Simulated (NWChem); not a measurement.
System: AlH₂SOF; SMILES [OH][Al]([F])[SH]

Here is an NWChem input.

```
start job
memory heap 200 mb stack 900 mb global 1100 mb
geometry units angstroms noautosym nocenter noautoz
  Al     0.085722    -0.423319     0.000000
  F     -1.219056    -1.449144     0.000000
  O      1.670445    -1.005142     0.000000
  H      1.945329    -1.923070     0.000000
  S     -0.250991     1.712810     0.000000
  H      1.079684     1.957263     0.000000
end
basis spherical
  * library def2-svpd
end
dft
  xc pbe0
  iterations 150
end
property
  response 1 0.0773
end
task dft property
```

Excerpt of the output:

```
             Northwest Computational Chemistry Package (NWChem) 7.3.0
             --------------------------------------------------------

                             Geometry "geometry" -> ""
                             -------------------------

 Output coordinates in angstroms (scale by  1.889725989 to convert to a.u.)

  No.       Tag          Charge          X              Y              Z
 ---- ---------------- ---------- -------------- -------------- --------------
    1 Al                  13.0000     0.08572200    -0.42331900     0.00000000
    2 F                    9.0000    -1.21905600    -1.44914400     0.00000000
    3 O                    8.0000     1.67044500    -1.00514200     0.00000000
    4 H                    1.0000     1.94532900    -1.92307000     0.00000000
    5 S                   16.0000    -0.25099100     1.71281000     0.00000000
    6 H                    1.0000     1.07968400     1.95726300     0.00000000

 Effective nuclear repulsion energy (a.u.)     199.6261736681

                              NWChem Property Module
                              ----------------------

                                 NWChem DFT Module
                                 -----------------

 Summary of "ao basis" -> "ao basis" (spherical)
 ------------------------------------------------------------------------------
       Tag                 Description            Shells   Functions and Types
 ---------------- ------------------------------  ------  ---------------------
 Al                        def2-svpd                10       24   5s3p2d
 F                         def2-svpd                 9       23   4s3p2d
 O                         def2-svpd                 9       23   4s3p2d
 H                         def2-svpd                 4        8   2s2p
 S                         def2-svpd                11       27   5s4p2d

            General Information
            -------------------
          SCF calculation type: DFT
          Wavefunction type:  closed shell.
          No. of atoms     :     6
          No. of electrons :    48
           Alpha electrons :    24
            Beta electrons :    24
          Charge           :     0
          Spin multiplicity:     1
          Use of symmetry is: off; symmetry adaption is: off
          Maximum number of iterations: 150
          AO basis - number of functions:   113
                     number of shells:    47
          Convergence on energy requested:  1.00D-06
          Convergence on density requested:  1.00D-05
          Convergence on gradient requested:  5.00D-04

              XC Information
              --------------
                         PBE0 Method XC Functional
                     Hartree-Fock (Exact) Exchange  0.250
          PerdewBurkeErnzerhof Exchange Functional  0.750
            Perdew 1991 LDA Correlation Functional  1.000 local
           PerdewBurkeErnz. Correlation Functional  1.000 non-local

             Grid Information
             ----------------
          Grid used for XC integration:  medium
          Radial quadrature: Mura-Knowles
          Angular quadrature: Lebedev.
          Tag              B.-S. Rad. Rad. Pts. Rad. Cut. Ang. Pts.
          ---              ---------- --------- --------- ---------
          Al                  1.25       88          12.0       590
          F                   0.50       49          12.0       434
          O                   0.60       49          13.0       434
          H                   0.35       45          13.0       434
          S                   1.00       88          12.0       590
          Grid pruning is: on
          Number of quadrature shells:   364
          Spatial weights used:  Erf1

      Superposition of Atomic Density Guess
      -------------------------------------

 Sum of atomic energies:        -814.13342909

      Non-variational initial energy
      ------------------------------

 Total energy =    -814.813966
 1-e energy   =   -1525.692816
 2-e energy   =     511.252676
 HOMO         =      -0.349523
 LUMO         =      -0.047241

   convergence    iter        energy       DeltaE   RMS-Dens  Diis-err
 ---------------- ----- ----------------- --------- --------- ---------
 d= 0,ls=0.0,diis     1   -816.2172489669 -1.02D+03  1.87D-02  9.95D-01
 d= 0,ls=0.0,diis     2   -816.1180039303  9.92D-02  9.25D-03  2.32D+00
 d= 0,ls=0.0,diis     3   -816.3262392905 -2.08D-01  1.05D-03  1.25D-02
 d= 0,ls=0.0,diis     4   -816.3272859343 -1.05D-03  4.93D-04  2.27D-03
 d= 0,ls=0.0,diis     5   -816.3276319659 -3.46D-04  1.14D-04  2.25D-04
  Resetting Diis
 d= 0,ls=0.0,diis     6   -816.3276554091 -2.34D-05  3.44D-05  2.27D-05
 d= 0,ls=0.0,diis     7   -816.3276575908 -2.18D-06  1.49D-05  1.15D-06
 d= 0,ls=0.0,diis     8   -816.3276575116  7.91D-08  8.73D-06  2.18D-06

         Total DFT energy =     -816.327657511639
      One electron energy =    -1529.079735508711
           Coulomb energy =      576.918119693324
    Exchange-Corr. energy =      -63.792215364369
 Nuclear repulsion energy =      199.626173668117

 Numeric. integr. density =       48.000007650483

                       DFT Final Molecular Orbital Analysis
                       ------------------------------------

 Vector   22  Occ=2.000000D+00  E=-3.651392D-01
              MO Center=  1.5D+00, -9.7D-01,  1.0D-09, r^2= 1.1D+00
   Bfn.  Coefficient  Atom+Function         Bfn.  Coefficient  Atom+Function
  ----- ------------  ---------------      ----- ------------  ---------------
    54      0.589168  3 O  pz                57      0.421953  3 O  pz
    60      0.096826  3 O  pz                11      0.092731  1 Al pz
    31      0.092018  2 F  pz                34     -0.060404  2 F  pz
     8     -0.059123  1 Al pz                18     -0.056790  1 Al d  1
    92      0.057069  5 S  pz                89      0.043444  5 S  pz

 Vector   23  Occ=2.000000D+00  E=-3.550315D-01
              MO Center= -2.1D-01,  1.5D+00,  1.0D-09, r^2= 2.2D+00
   Bfn.  Coefficient  Atom+Function         Bfn.  Coefficient  Atom+Function
  ----- ------------  ---------------      ----- ------------  ---------------
    91      0.443425  5 S  py                88      0.352946  5 S  py
    90     -0.211370  5 S  px                81      0.208919  5 S  s
    85      0.203406  5 S  py                10     -0.170480  1 Al py
    87     -0.171060  5 S  px                 3     -0.154563  1 Al s
    82      0.153895  5 S  s                 80     -0.133883  5 S  s

 Vector   24  Occ=2.000000D+00  E=-2.962903D-01
              MO Center= -1.6D-01,  1.5D+00,  6.8D-11, r^2= 1.9D+00
   Bfn.  Coefficient  Atom+Function         Bfn.  Coefficient  Atom+Function
  ----- ------------  ---------------      ----- ------------  ---------------
    92      0.589551  5 S  pz                89      0.432042  5 S  pz
    86      0.245500  5 S  pz                54     -0.100291  3 O  pz
    95      0.084457  5 S  pz                11      0.071435  1 Al pz
    57     -0.071557  3 O  pz                16      0.056512  1 Al d -1
    31      0.044959  2 F  pz                 8     -0.040838  1 Al pz

 Vector   25  Occ=0.000000D+00  E=-4.095776D-02
              MO Center=  3.3D-01, -4.1D-01, -2.3D-08, r^2= 7.7D+00
   Bfn.  Coefficient  Atom+Function         Bfn.  Coefficient  Atom+Function
  ----- ------------  ---------------      ----- ------------  ---------------
     5      1.385724  1 Al s                 51     -0.789592  3 O  s
     4      0.576999  1 Al s                 83     -0.500508  5 S  s
    94      0.363852  5 S  py                 3      0.352178  1 Al s
    12      0.326290  1 Al px                91      0.239592  5 S  py
    50     -0.215328  3 O  s                 82     -0.212968  5 S  s

 Vector   26  Occ=0.000000D+00  E= 3.837161D-04
              MO Center=  2.5D-02, -1.6D-01,  4.7D-09, r^2= 4.3D+00
   Bfn.  Coefficient  Atom+Function         Bfn.  Coefficient  Atom+Function
  ----- ------------  ---------------      ----- ------------  ---------------
    14      0.753105  1 Al pz                11      0.350362  1 Al pz
    92     -0.265024  5 S  pz                54     -0.189624  3 O  pz
    37     -0.185312  2 F  pz                 8     -0.179697  1 Al pz
    57     -0.169237  3 O  pz                31      0.167125  2 F  pz
    89     -0.163209  5 S  pz                21     -0.159182  1 Al d -1

 Vector   27  Occ=0.000000D+00  E= 9.272706D-03
              MO Center=  3.3D-01,  1.3D+00, -1.4D-09, r^2= 5.9D+00
   Bfn.  Coefficient  Atom+Function         Bfn.  Coefficient  Atom+Function
  ----- ------------  ---------------      ----- ------------  ---------------
     4      0.731186  1 Al s                 83     -0.651859  5 S  s
     5     -0.452603  1 Al s                 24     -0.437851  1 Al d  2
    12      0.370473  1 Al px                51      0.315468  3 O  s
   106     -0.288584  6 H  s                 90      0.259623  5 S  px
    91      0.238945  5 S  py                58      0.237196  3 O  px

     Multipole analysis of the density
     ---------------------------------

     L   x y z        total         alpha         beta         nuclear
     -   - - -        -----         -----         ----         -------
     0   0 0 0     -0.000000    -24.000000    -24.000000     48.000000

     1   1 0 0      0.644641     -2.054576     -2.054576      4.753793
     1   0 1 0     -0.240190     -0.925660     -0.925660      1.611131
     1   0 0 1     -0.000000     -0.000000     -0.000000      0.000000

     2   2 0 0    -28.736515    -88.916838    -88.916838    149.097161
     2   1 1 0     -2.004012     10.623422     10.623422    -23.250856
     2   1 0 1     -0.000000     -0.000000     -0.000000      0.000000
     2   0 2 0    -26.114785   -162.650707   -162.650707    299.186630
     2   0 1 1     -0.000000     -0.000000     -0.000000      0.000000
     2   0 0 2    -26.167093    -13.083547    -13.083547      0.000000

 *** CALLING NEW AORESP DRIVER FOR CLOSED AND OPEN SHELLS ***
 Entering AOResponse driver routine

--------------------------------------------------------------------------------

          -----------------------------------------------
          Solving response equations for perturbing field
          -----------------------------------------------

 number of frequencies:     1
 frequency in a.u.:  0.7730000E-01
 Perturbing field: electric
 Using El. Dipole Length Gauge

 Setting up CPKS with frequency omega =      0.07730000 a.u.

                            NWChem Dynamic CPHF Module
                            --------------------------

    scftype = RHF
    nclosed =   24
      nopen =    0
  variables =     4272
  num. vecs =        3
  tolerance =   1.0D-04
  max. iter =   50

 SCF residual:    2.5075040895018627E-004

Iterative solution of linear equations
  No. of variables     4272
  No. of equations        3
  Maximum subspace       30
       Convergence  1.0D-04

   iter   nsub   residual    time
   ----  ------  --------  ---------
     1      3    2.80D+00      23.0
     2      6    1.52D+00      36.5
     3      9    9.07D-01      50.2
     4     12    2.24D-01      63.7
     5     15    2.19D-02      77.4
     6     18    3.23D-03      91.3
     7     21    1.07D-03     104.8
     8     24    1.31D-04     119.1
     9     27    3.35D-05     133.2

 Electric Dipole Response Matrix (nonzero elements):

              1        2        3
    1   47.0565  -2.6785   0.0000
    2   -2.6785  57.5728  -0.0000
    3    0.0000  -0.0000  44.0349

 ------------------------------------------
 average:        49.55473 + I       0.00000

 DFT Linear Response polarizability / au
 Frequency  =       0.0773000 / au
 Wavelength =     589.4353558 / nm
              X              Y              Z
 -----------------------------------------------
 X      47.0565437     -2.6785058      0.0000001
 Y      -2.6785016     57.5727851     -0.0000001
 Z       0.0000001     -0.0000001     44.0348731
 -----------------------------------------------
 Eigenvalues =      46.4136283     58.2157005     44.0348731
 Isotropic   =      49.5547340
 Anisotropic =      13.1537684
 -----------------------------------------------

 Magnetic Dipole Response Matrix (nonzero elements):

 Exiting AOResponse driver routine
```

Level: PBE0/def2-SVPD. All runs use the structure optimised with PBE0/def2-SVP.
